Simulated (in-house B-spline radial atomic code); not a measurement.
Results of a calculation; reference values are marked as such.
# Two electrons in Si: a spherical dot of radius 32.6 nm with hard walls

For Si the NSM archive of the Ioffe Institute lists m_l = 0.98 m0, m_t = 0.19 m0 and ε = 11.7; the model takes one isotropic valley with the conductivity mass 3/(1/m_l + 2/m_t) = 0.26 m0, and so misses anisotropy and the other valleys. All triplets below are those of one valley; with several valleys two electrons can form a triplet in the 1s orbital itself, at an energy set by the valley splitting.

Effective-mass model with parabolic bands, a uniform dielectric constant, no image charges, no central-cell or spin-orbit terms. Two-electron levels come from full CI in B-splines with partial waves to l = 5 (up to 0.001 effective hartree above the limit).

Problem. What are the effective units, and what is the potential in them?

Solution. Ha* = 27211.386 meV × 0.26/11.7² = 51.68 meV and a* = 0.0529177 nm × 11.7/0.26 = 2.381 nm. The radius is R = 13.7 a*. The one-electron levels are π²/2R² = 0.0263 and 4.4934²/2R² = 0.0538 Ha*.

In these units the lowest s and p orbitals lie at 0.026292 and 0.053787, and their Coulomb and exchange integrals are J_ss = 0.130370, J_sp = 0.118225 and K_sp = 0.02625. (For an empty sphere J_ss = 1.786/R.) Full CI gives 0.149171 for the ground singlet, 0.162133 for the sp triplet, 0.186001 for the sp singlet and 0.229429 for the lowest triplet of two s orbitals.

Problem. What does it cost to add the second electron, to first order and exactly?

Solution. To first order E = 2ε_s + J_ss = 0.182955, so the charging energy E(2) − 2E(1) is J_ss = 6.738 meV. CI gives 0.149171 − 2 × (0.026292) = 0.096586, or 4.992 meV: relaxation and correlation lower it by 1.746 meV, 25.9 % of J_ss. The s² configuration of one-electron orbitals holds 73.2 % of the state, and the mean radius is 18.8 nm.

Problem. How far above the singlet do the triplets lie?

Solution. To first order the sp triplet lies at ε_s + ε_p + J_sp − K_sp = 0.172052, which is 0.5635 meV below 2ε_s + J_ss, so first order fails: the exact ground state of two electrons is a singlet. CI gives 0.162133 − (0.149171) = 0.012962, or 0.6699 meV, 47 % of the orbital spacing of 1.421 meV. The ss triplet lies 4.148 meV up, so the lower of the two is the sp one, and its gap equals k_BT at 7.77 K. The sp singlet-triplet splitting is 1.234 meV, against 2K_sp = 2.714 meV. With the repulsion this large beside the spacing the electrons keep apart, as in a Wigner molecule, and the splitting shrinks.
